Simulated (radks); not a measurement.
Results of a calculation; reference values are marked as such.
Question: These are the eigenvalues of the occupied orbitals of an atom or ion with whole-number occupations (hartree). Code: a radial shooting solver on a logarithmic mesh with Libxc functionals. Model: scalar-relativistic Kohn-Sham, BLYP, spin-polarised, spherical densities, finite nucleus; Fermi nuclear charge, rms radius of each element as measured or else 0.836 A^(1/3) + 0.57 fm.

| orbital | eigenvalue |
|---|---|
| 1s down | -161.6596 |
| 1s up | -161.6594 |
| 2s up | -17.42709 |
| 2s down | -17.41972 |
| 2p up | -14.27098 |
| 2p down | -14.26521 |
| 3s up | -2.02220 |
| 3s down | -1.99406 |
| 3p up | -1.23771 |
| 3p down | -1.20997 |
| 4s up | -0.15171 |
| 4s down | -0.14381 |
| 3d up | -0.12326 |

Which element is it, and in what charge state? The configuration may be excited. Open shells, if any, are filled with parallel spins first.

Answer: Z = 21, scandium, charge 0: Sc in [Ar] 3d1 4s2. The list shows which subshells hold electrons but not how many an open one holds; the 1s level, -161.66 hartree, gives Z - s = 18.0 by -(Z - s)^2/2, which with screening and relativity narrows Z to a few neighbours, and the depths of the outer levels then fix element, charge and occupations together.
